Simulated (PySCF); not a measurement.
# Telling isomers of C4H2F4O apart by NMR

[PySCF: PBE0/pcSseg-1 with gauge-including orbitals; coordinates at the GFN2-xTB level; non-relativistic; in vacuum; single conformer; one averaged value for each set of equivalent atoms]

Scale: TMS for ¹H (σ = 31.72 ppm) and ¹³C (σ = 186.93 ppm) (reference shieldings calculated alike). Splittings of carbon signals by F and P are missing where no couplings were computed. Where no couplings were computed, multiplicities follow the n + 1 count of equivalent neighbours, and m marks all less simple cases (inequivalent or close neighbours, rings, F or P nearby). Shifts are as computed. Against solution values, carbons near 30 ppm lie about +3 ppm off and those near 130 ppm about +5 ppm (rms about the fit 2.1 ppm; single classes can miss by 10 ppm). Of 1328 compounds with measured shifts, 309 miss one by over three times the rms of a fit or turn the order of signals round; such compounds aren't used in these exercises. Signals without a measured value on file couldn't be tested in this way; 1H shifts scatter by 0.2 ppm about their fit, and single ones miss by 0.5 ppm.

(1) Tabulate the signals of `FC(F)(F)OC1(F)C=C1`, `O=C(F)/C=C\C(F)(F)F` and their relative energies.

(2) What is the quickest way to tell FC(F)(F)OC1(F)C=C1 from O=C(F)/C=C\C(F)(F)F?

## Answers

(1) 
| SMILES | carbon types | δC | δH | E rel. (kcal/mol) |
| --- | --- | --- | --- | --- |
| FC(F)(F)OC1(F)C=C1 | 2×C 2×CH | 134.4, 131.8, 93.5 | 7.94 (m, 2H) | 44.3 |
| O=C(F)/C=C\C(F)(F)F | 2×C 2×CH | 159.8, 153.3, 133.0, 129.6 | 6.85 (m, 1H), 6.42 (m, 1H) | 0.0 |

Energies are electronic energies at PBE0/pcSseg-1 on these geometries, without zero-point or thermal terms, each for the one conformer computed, which needn't be the lowest.

(2) Count the carbon signals: 3 against 4. The first has a three-membered-ring carbon (C) at 93.5 ppm, the second a carbonyl carbon (C) at 159.8 ppm. Their most deshielded carbons lie at 134.4 and 159.8 ppm. In the proton spectra the most deshielded non-exchanging signals are 7.94 (m, 2H) and 6.85 (m, 1H).
